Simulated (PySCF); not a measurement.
How methods differ on the excitation energy of Ag²⁺

Ag²⁺ [Kr] 4d9 (2D) → Ag²⁺ [Kr] 4d8 5p1 (high-spin determinant), as a difference of total energies. Calculation: PySCF 2.14, in def2-QZVPPD with the def2 core potential (28 electrons) (7s5p4d4f2g, 88 functions); scalar relativity through the core potential. Correlated levels: valence: 4s2 4p6 frozen. The calculations carry no spin-orbit coupling.

| method | excitation energy (eV) |
| --- | --- |
| UHF | 14.096 |
| MP2 (valence) | 15.333 |
| SCS-MP2 (valence) | 15.390 |
| CCSD (valence) | 15.067 |
| CCSD(T) (valence) | 15.098 |

Q: How much does correlation contribute at CCSD(T) (valence)?

A: 15.098 − (14.096) = 1.002 eV, measured against UHF.

The determinant of the upper state mixes LS terms, which raises its energy above the lowest term, most at the Hartree-Fock and MP2 levels.
